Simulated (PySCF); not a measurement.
## Titanium: a sound run and one with changed settings

Sound run: Ti⁺ [Ar] 3d2 4s1, Ti²⁺ [Ar] 3d2. Calculation: PySCF 2.14, in cc-pVDZ (6s5p3d1f, 43 functions); no relativity, point nucleus. The sound run starts from symmetry-adapted Hartree-Fock orbitals and uses a fine grid where one is needed.

Changed run: radial step 0.5 in ln r (0.13 in the sound run). This setting is unsound on purpose.

```tsv
species	method	sound run (hartree)	changed run (hartree)	converged
Ti⁺	UHF	-848.20662	-848.20662	yes
Ti⁺	M06-2X	-849.07575	-849.14445	yes
Ti⁺	BP86	-849.20186	-849.21367	yes
Ti²⁺	UHF	-847.73378	-847.73378	yes
Ti²⁺	M06-2X	-848.58116	-848.64533	yes
Ti²⁺	BP86	-848.69010	-848.70144	yes
```

Ionisation energy of Ti⁺:

| method | sound run (eV) | changed run (eV) |
| --- | --- | --- |
| UHF | 12.867 | 12.867 |
| M06-2X | 13.459 | 13.582 |
| BP86 | 13.926 | 13.938 |

A coarse radial grid mis-integrates the density and the exchange-correlation energy, with errors of either sign; Hartree-Fock needs no grid.

For comparison, NIST gives 13.575 eV between the lowest levels.
